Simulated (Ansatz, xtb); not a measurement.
**Two isomers of C7H4BrN**

Structure X: `N#Cc1ccc(Br)cc1`, a singlet. Structure Y: `N#Cc1cccc(Br)c1`, a singlet. Both are isolated molecules in the gas phase, relaxed with PBE0-D3(BJ)/def2-SVP.

Quicker runs give these differences E(Y) − E(X): GFN2-xTB +0.40 kcal/mol; HF/STO-3G +0.46 kcal/mol (at GFN2-xTB geometries); r2SCAN-D4/def2-SVP +0.67 kcal/mol (at GFN2-xTB geometries).

Question: Estimate E(Y) − E(X) at the level CCSD(T)/def2-SVP + ΔMP2/def2-TZVPP.

Answer: Too close to call at this level: CCSD(T)/def2-SVP + ΔMP2/def2-TZVPP gives E(Y) − E(X) = +0.35 kcal/mol.

Level by level:

```
                             level              geometry  E(Y) − E(X) (kcal/mol)  departure from the last row (kcal/mol)  job, with rough time for the two
                          GFN2-xTB              GFN2-xTB                     +0.40                                   +0.05              optimisation, 0.17 s
                         HF/STO-3G              GFN2-xTB                     +0.46                                   +0.11              single point, 0.68 s
                r2SCAN-D4/def2-SVP              GFN2-xTB                     +0.67                                   +0.32               single point, 5.5 s
              PBE0-D3(BJ)/def2-SVP  PBE0-D3(BJ)/def2-SVP                     +0.59                                   +0.24                optimisation, 36 s
                       HF/def2-SVP  PBE0-D3(BJ)/def2-SVP                     +0.45                                   +0.10           part of the CCSD(T) run
                      MP2/def2-SVP  PBE0-D3(BJ)/def2-SVP                     +0.48                                   +0.13           part of the CCSD(T) run
                  CCSD(T)/def2-SVP  PBE0-D3(BJ)/def2-SVP                     +0.36                                    0.00                      single point
CCSD(T)/def2-SVP + ΔMP2/def2-TZVPP  PBE0-D3(BJ)/def2-SVP                     +0.35                                                     single point, 3.2 min
```

As drawn, both hold the same kinds of bond in the same numbers.

The largest departure from CCSD(T)/def2-SVP + ΔMP2/def2-TZVPP is that of r2SCAN-D4/def2-SVP, 0.32 kcal/mol. The last row adds to CCSD(T) the change of the MP2 difference between the two basis sets, here 0.00 kcal/mol.

With thermal terms from frequencies at re-optimised GFN2-xTB minima (ideal gas, soft modes damped towards free rotors, one conformer each, 298.15 K, 1 atm): on the last row, ΔE + ΔZPE = +0.35, ΔH = +0.34, ΔG = −0.12 kcal/mol.

The correlated steps freeze 17 core orbitals; the filled d shell of Br is correlated, in a basis made for valence electrons. Codes used: Ansatz 0.2.0, xtb 6.7.1; the last row on 4 threads of Arm Neoverse V1 on a shared host.
